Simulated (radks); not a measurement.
The numbers below are computed, except where a source is named.
Mean orbital radii <r> (bohr) of neutral mercury, [Hg], at several levels of relativity; Dirac values are averaged over j with weights 2j + 1. Spin-unpolarised spherical Kohn-Sham, PBE, point nucleus unless stated (finite: rms radius 5.4648 fm), a radial shooting solver on a logarithmic mesh with Libxc functionals. A level marked "c x" has the speed of light scaled by that factor.

| shell | non-rel. | scalar-rel. | Dirac, c x 5 | Dirac, c x 100 | change of magnitude, last against first (%) |
|---|---|---|---|---|---|
| 3s | 0.2008 | 0.1806 | 0.2001 | 0.2008 | 0.00 |
| 3p | 0.1912 | 0.1821 | 0.1908 | 0.1912 | 0.00 |
| 3d | 0.1669 | 0.1650 | 0.1668 | 0.1669 | 0.00 |
| 4s | 0.4411 | 0.3992 | 0.4396 | 0.4411 | 0.00 |
| 4p | 0.4447 | 0.4254 | 0.4439 | 0.4447 | 0.00 |
| 4d | 0.4515 | 0.4489 | 0.4514 | 0.4515 | 0.00 |
| 4f | 0.4714 | 0.4825 | 0.4718 | 0.4714 | 0.00 |
| 5s | 1.001 | 0.9014 | 0.9969 | 1.001 | 0.00 |
| 5p | 1.085 | 1.040 | 1.083 | 1.085 | 0.00 |
| 5d | 1.459 | 1.499 | 1.460 | 1.459 | 0.00 |
| 6s | 3.110 | 2.697 | 3.095 | 3.110 | 0.00 |
| 6p (empty) | 4.614 | - | 4.612 | 4.614 | 0.00 |
